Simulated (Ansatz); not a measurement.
Geometry optimisation, Ansatz, RKS PBE0/def2-SVP.

input.yaml

```yaml
crystal:
  periodic: [false, false, false]
  atoms:
    - { symbol: B, position_ang: [-1.1629, 1.3885, -0.0606] }
    - { symbol: Si, position_ang: [0.4115, 0.5138, -0.5962] }
    - { symbol: Si, position_ang: [0.5301, -1.4092, 0.5078] }
    - { symbol: F, position_ang: [-0.697, -2.3639, 0.1511] }
    - { symbol: H, position_ang: [-2.0331, 1.6743, -0.899] }
    - { symbol: H, position_ang: [-1.3818, 1.7486, 1.0559] }
    - { symbol: H, position_ang: [1.6042, 1.3609, -0.2721] }
    - { symbol: H, position_ang: [0.4222, 0.2626, -2.0468] }
    - { symbol: H, position_ang: [1.8004, -2.0923, 0.1736] }
    - { symbol: H, position_ang: [0.5894, -1.1345, 1.9893] }
basis:
  gaussian: { orbitals: def2-SVP }
hamiltonian:
  xc: pbe0
relax:
  f_tol: 0.015
  max_steps: 40
```

Launched with:

```bash
$ ansatz run input.yaml --threads 2 --pin off --max-ram 3072MiB --backend cpu --events-out ev --progress --plain --runs-dir out
```

Task: Where does it end, and by what steps?

Result: The forces met the threshold. The force dipped under the threshold on the way, but the program's further checks kept it going. After 28 steps the energy has fallen by 0.402 eV; F4 moved furthest, 1.21 Å.

```csv
step,energy less start (eV),largest force component (eV/Å),accepted
0,0.0000,2.332,yes
1,-0.2815,1.271,yes
2,-0.3508,0.246,yes
3,-0.3589,0.108,yes
4,-0.3653,0.072,yes
5,-0.3707,0.225,yes
6,-0.3733,0.100,yes
7,-0.3753,0.051,yes
8,-0.3764,0.069,yes
9,-0.3775,0.109,yes
10,-0.3798,0.017,yes
11,-0.3821,0.116,yes
12,-0.3834,0.104,yes
13,-0.3867,0.241,yes
14,-0.3891,0.171,yes
15,-0.3933,0.117,yes
16,-0.3886,0.390,no
17,-0.3950,0.123,yes
18,-0.3967,0.186,yes
19,-0.3986,0.114,yes
20,-0.3994,0.043,yes
21,-0.4004,0.044,yes
22,-0.4010,0.084,yes
23,-0.4014,0.042,yes
24,-0.4019,0.012,yes
25,-0.4020,0.042,yes
26,-0.4019,0.051,no
27,-0.4022,0.043,yes
28,-0.4023,0.009,yes
```

```xyz
10
Properties=species:S:1:pos:R:3
B -1.307 1.216 -0.264
Si 0.620 0.753 -0.529
Si 0.569 -1.364 0.525
F -0.983 -1.569 1.021
H -2.138 0.880 -1.072
H -1.673 1.767 0.746
H 1.601 1.622 0.191
H 1.057 0.573 -1.948
H 0.896 -2.488 -0.400
H 1.441 -1.441 1.732
```

Run time: 100 s on 2 threads of Arm Neoverse N1 (shared host), peak memory 0.18 GiB.
